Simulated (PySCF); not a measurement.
SMILES [F][Ti-2]([F])([F])([F])([F])[F] (charge -2), CAM-B3LYP/def2-SVP optimised geometry. Atoms within 1.6 Å of the plane z = 0.0 Å (x, y, z in Å): Ti1 (0.00, 0.00, 0.00), F2 (0.00, -1.86, 0.00), F3 (0.00, 1.86, 0.00), F5 (1.86, 0.00, 0.00), F6 (-1.86, 0.00, 0.00).

Method: CAM-B3LYP/def2-TZVPD in PySCF. Cells within 0.4 Å of a nucleus heavier than hydrogen are left out (blank, or x).

Map of the deformation density (molecule minus spherical neutral atoms) (e/bohr³) on the plane z = 0.0 Å:

```
|222222222222222222222222222|
|222222222222222222222222222|
|222222222222222222222222222|
|222222222222333222222222222|
|222222222233333332222222222|
|222222222233343332222222222|
|2222222222346x6432222222222|
|222222222234xxx432222222222|
|2222222222357x7532222222222|
|222222222224797422222222222|
|222233333212353212333332222|
|222233445420040024544332222|
|2223337x77300x00377x6333222|
|222334xxx954xxx459xxx433222|
|2223336x77300x00377x6333222|
|222233445420040024544332222|
|222233333212353212333332222|
|222222222224797422222222222|
|2222222222357x7532222222222|
|222222222234xxx432222222222|
|2222222222346x6432222222222|
|222222222233343332222222222|
|222222222233333332222222222|
|222222222222333222222222222|
|222222222222222222222222222|
|222222222222222222222222222|
|222222222222222222222222222|
```
Scale: ten equal steps from -0.013 (start of '0') to 0.036 (end of '9'), in the order '0123456789'; x runs from -4.00 to 4.00, y from -4.00 (bottom) to 4.00 (top).
